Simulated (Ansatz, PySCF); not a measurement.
Gas-phase reaction R1 + R2 → P1, each structure at its B3LYP-D3(BJ)/def2-TZVP stationary point, reached from a drawn start (curvature not checked).
R1: H2 (SMILES [H][H]), charge 0, multiplicity 1.
R2: OSi (SMILES [O+]#[Si-]), charge 0, multiplicity 1.
P1: H2OSi (SMILES O=[SiH2]), charge 0, multiplicity 1.

P less R. No zero-point or thermal terms.

Cores are frozen in the correlated methods. CBS: X⁻³ extrapolation of the correlation energy, Hartree–Fock from the larger set.

The values were computed with Ansatz (Gaussian orbitals); PySCF for the D3/D4 terms. No computed number here is a measurement.

PBE/def2-TZVPP gives -4.47 kcal/mol for the reaction energy.

Problem. Where do these levels fall relative to PBE: PBE-D3(BJ)/def2-TZVPP, r2SCAN/def2-TZVPP, PBE0/def2-TZVPP, wB97M-V/def2-TZVPP, B2PLYP/def2-TZVPP, MP2/CBS(cc-pV(T+d)Z, cc-pV(Q+d)Z), CCSD(T)/CBS(cc-pV(T+d)Z, cc-pV(Q+d)Z).

Solution. PBE-D3(BJ)/def2-TZVPP -0.60; r2SCAN/def2-TZVPP -2.99; PBE0/def2-TZVPP -2.63; wB97M-V/def2-TZVPP 2.15; B2PLYP/def2-TZVPP 1.24; MP2/CBS(cc-pV(T+d)Z, cc-pV(Q+d)Z) -0.07; CCSD(T)/CBS(cc-pV(T+d)Z, cc-pV(Q+d)Z) 0.11 kcal/mol. 3 of 7 lie above PBE; the widest gap is to r2SCAN/def2-TZVPP.

Ansatz is a first-principles code.
